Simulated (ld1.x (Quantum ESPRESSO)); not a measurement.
Configuration tests for oxygen (O) (TM)

```json
{"Element": "O (Z = 8)", "Generator": "ld1.x (Quantum ESPRESSO) 7.5", "Type": "norm-conserving Troullier–Martins (Kleinman–Bylander form)", "Functional": "LDA (PZ)", "Relativity": "scalar-relativistic", "Frozen core": "[He]", "Valence charge": "6", "Reference configuration": "2s2 2p3.5 (charge +0.5)", "Partial waves": "2s (bound): rc 0.70 bohr; 2p (bound): rc 0.95 bohr", "Local potential": "all-electron potential smoothed inside 0.80 bohr (lloc = -2)", "Core correction": "none"}
```

Energies are relative to the spin-unpolarised reference configuration 2s2 2p3.5; without spin polarisation the order of configurations can differ from experiment. Spin-polarised rows fill each open shell by Hund’s rule, majority spin first.

Q: Give the all-electron excitation energy and the error of the potential for: 2s2 2p4; 2s2 2p3; 2s2 2p2; 2s1 2p4; 2s1 2p5; 2s0 2p6; 2s2 2p4.3; 2s2 2p3.5 (spin-polarised); 2s2 2p4 (spin-polarised).

A:

```csv
valence configuration,charge,ΔE all-electron (eV),error AE − PS (meV)
2s2 2p4,0,-6.366,+0.8
2s2 2p3,+1,10.218,+0.7
2s2 2p2,+2,43.926,+28
2s1 2p4,+1,25.056,+11
2s1 2p5,0,8.218,+17
2s0 2p6,0,22.862,+59
2s2 2p4.3,-0.3,-8.540,+1.3
2s2 2p3.5 (spin-polarised),+0.5,-2.467,+254
2s2 2p4 (spin-polarised),0,-7.775,+139
```

Levels in the configuration 2s1 2p4:

```
level  all-electron (eV)  pseudo (eV)
   2s            -39.537      -39.518
   2p            -24.670      -24.676
```
